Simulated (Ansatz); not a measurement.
ClH$_{5}$N$_{3}$Nb, SMILES `[NH]=[Nb]([NH2])([NH2])[Cl]`. Total charge 0; spin multiplicity 1. Correlated methods include outer-core shells of Nb, which these sets cover unevenly. Nb: def2 effective core potential.

Z-matrix (Å, degrees):
```
Nb
N 1 1.969
N 1 1.969 2 112.2
N 1 1.740 2 105.3 3 -114.1
Cl 1 2.336 2 110.3 3 123.4
H 2 1.008 1 126.1 3 115.1
H 2 1.011 1 123.7 3 -58.9
H 3 1.011 1 123.7 2 58.9
H 3 1.008 1 126.1 2 -115.1
H 4 1.009 1 169.5 2 -120.6
```

Problem. Give the diagnostics of a CCSD(T)/def2-TZVPP run (frozen core, the Gaussian-basis code of Ansatz). (An estimate is asked.)

Solution. Computed: T1 = 0.0201, largest single amplitude 0.041, largest double 0.034, (T) share of the correlation energy 5.1 %, 12 CCSD cycles. The RHF solution is stable towards an unrestricted one. T1 lies over the customary mark of 0.02 for closed shells; compounds of d metals often pass it without a breakdown.
